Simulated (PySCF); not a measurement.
Electron correlation in Re (rhenium, neutral)

[Xe] 4f14 5d5 6s1 7s1, high-spin 8S determinant (an excited configuration). All numbers are calculated (PySCF 2.14, scalar relativity through the core potential, in aug-cc-pVDZ-PP with ECP60MDF). Frozen: 5s2 5p6; 7 electrons correlated.

MP2 pair energies summed by pair of shells (mhartree):

```csv
pair,energy,share (%)
5d-5d,-42.12,64.6
5d-6s,-18.78,28.8
5d-7s,-2.51,3.8
6s-7s,-1.80,2.8
```

Total MP2 correlation energy: -65.21 mhartree.

Same-spin part -65.21 and opposite-spin part 0.00 mhartree; SCS-MP2 scales them by 1/3 and 6/5 to -21.74 mhartree.
